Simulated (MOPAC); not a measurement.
MOPAC input (PM7):

```
PM7 1SCF UHF MS=0.5 GEO-OK AUX(PRECISION=9) THREADS=1
H5P2Si

P     1.94572400 1    0.20998300 1   -0.22772600 1
Si   -0.24252300 1    0.78516400 1   -0.23910600 1
P    -1.62812400 1   -0.82109800 1    0.56960800 1
H     1.89805500 1   -0.33220100 1    1.08231300 1
H     1.75516400 1   -1.05368600 1   -0.85361900 1
H    -0.59107700 1    1.28288000 1   -1.59838500 1
H    -2.81686200 1   -0.13036600 1    0.21471200 1
H    -1.61396000 1   -1.59219700 1   -0.62576800 1
```

From the output:

```
                                                       MOPAC v23.2.5 Linux

          FINAL HEAT OF FORMATION =         34.69153 KCAL/MOL =     145.14935 KJ/MOL

          COSMO AREA              =        128.09 SQUARE ANGSTROMS
          COSMO VOLUME            =        120.01 CUBIC ANGSTROMS

          IONIZATION POTENTIAL    =         11.395877 EV
          ALPHA SOMO LUMO (EV)    =        -11.396 -1.682
          BETA  SOMO LUMO (EV)    =        -11.530 -3.349
          NO. OF ALPHA ELECTRONS  =         10
          NO. OF BETA  ELECTRONS  =          9
          MOLECULAR WEIGHT        =         95.0725         POINT GROUP:  C1

          MOLECULAR DIMENSIONS (Angstroms)

            Atom       Atom       Distance
            H     7    H     4     4.79832
            H     6    P     3     3.14839
           Si     2    H     5     1.94930

          SCF CALCULATIONS        =          1

   ATOM   CHEMICAL          X               Y               Z
  NUMBER   SYMBOL      (ANGSTROMS)     (ANGSTROMS)     (ANGSTROMS)

     1       P          1.94572400  *   0.20998300  *  -0.22772600  *
     2      Si         -0.24252300  *   0.78516400  *  -0.23910600  *
     3       P         -1.62812400  *  -0.82109800  *   0.56960800  *
     4       H          1.89805500  *  -0.33220100  *   1.08231300  *
     5       H          1.75516400  *  -1.05368600  *  -0.85361900  *
     6       H         -0.59107700  *   1.28288000  *  -1.59838500  *
     7       H         -2.81686200  *  -0.13036600  *   0.21471200  *
     8       H         -1.61396000  *  -1.59219700  *  -0.62576800  *

                             CARTESIAN COORDINATES

   1    P        1.945724000     0.209983000    -0.227726000
   2   Si       -0.242523000     0.785164000    -0.239106000
   3    P       -1.628124000    -0.821098000     0.569608000
   4    H        1.898055000    -0.332201000     1.082313000
   5    H        1.755164000    -1.053686000    -0.853619000
   6    H       -0.591077000     1.282880000    -1.598385000
   7    H       -2.816862000    -0.130366000     0.214712000
   8    H       -1.613960000    -1.592197000    -0.625768000

           Empirical Formula: H5 P2 Si  =     8 atoms

      MOLECULAR POINT GROUP   :   C1

          ALPHA EIGENVALUES
 -49.86730 -49.07155 -18.18110 -17.26322 -16.84858 -15.68330 -14.45805 -12.33233
 -11.62249 -11.39588  -1.68163  -0.51939   0.51383   0.70957   2.66311   2.85026
   4.66633  17.96249  18.14147  18.57501  19.75029  20.40496  96.44205  96.76171
  97.08393  99.08980  99.42573 100.77090 101.20806 103.77651 104.07225 104.78522

           BETA EIGENVALUES
 -49.86477 -49.06816 -18.08450 -16.99170 -16.80243 -15.60898 -14.42220 -12.11623
 -11.52995  -3.34852  -1.61613  -0.41240   0.61120   0.85570   2.79475   2.94252
   5.06799  18.24057  18.39426  18.87648  19.94462  20.56407  96.51847  96.83698
  97.10888  99.19635  99.44577 100.80251 101.27129 103.91296 104.10847 104.83177

              NET ATOMIC CHARGES AND DIPOLE CONTRIBUTIONS

  ATOM NO.   TYPE          CHARGE      No. of ELECS.   s-Pop       p-Pop       d-Pop
    1          P          -0.459612        5.4596     1.76746     3.65790     0.03425
    2         Si           0.008489        3.9915     0.78668     3.00384     0.20100
    3          P          -0.490823        5.4908     1.76817     3.68787     0.03479
    4          H           0.200775        0.7992     0.79922
    5          H           0.200847        0.7992     0.79915
    6          H           0.144879        0.8551     0.85512
    7          H           0.198898        0.8011     0.80110
    8          H           0.196549        0.8035     0.80345
 DIPOLE           X         Y         Z       TOTAL
 POINT-CHG.    -1.569    -0.568    -2.128     2.704
 HYBRID        -0.149     0.046     0.866     0.880
 SUM           -1.718    -0.522    -1.261     2.194

          ATOMIC ORBITAL ELECTRON POPULATIONS

     Atom    s        px        py        pz      x^2-y^2     xz        z^2       yz        xy
    1  P   1.76746   1.26655   1.26973   1.12161   0.00939   0.00524   0.00721   0.00701   0.00540
    2 Si   0.78668   0.89722   1.00216   1.10446   0.05786   0.03238   0.03344   0.03113   0.04619
    3  P   1.76817   1.11415   1.15506   1.41866   0.00658   0.00412   0.00685   0.00856   0.00868
    4  H   0.79922
    5  H   0.79915
    6  H   0.85512
    7  H   0.80110
    8  H   0.80345

                    (SZ)    =    0.500000
                    (S**2)  =    0.750936

          ATOMIC ORBITAL SPIN POPULATIONS

    Atom   Total    s     px     py     pz   x^2-y^2  xz     z^2    yz     xy
         Atomic
    1  P -0.0092  0.000  0.001 -0.010 -0.004  0.001  0.001  0.000  0.000  0.001
    2 Si  0.9693  0.066  0.016  0.576  0.312 -0.000 -0.000 -0.001 -0.000 -0.000
    3  P -0.0172  0.000 -0.004 -0.012 -0.004  0.001  0.001  0.000  0.001  0.000
    4  H  0.0022  0.002
    5  H  0.0303  0.030
    6  H -0.0062 -0.006
    7  H  0.0038  0.004
    8  H  0.0269  0.027

 **********************
 *                    *
 * JOB ENDED NORMALLY *
 *                    *
 **********************

 == MOPAC DONE ==
```

The geometry given is a B3LYP-D3(BJ)/def2-TZVP minimum.
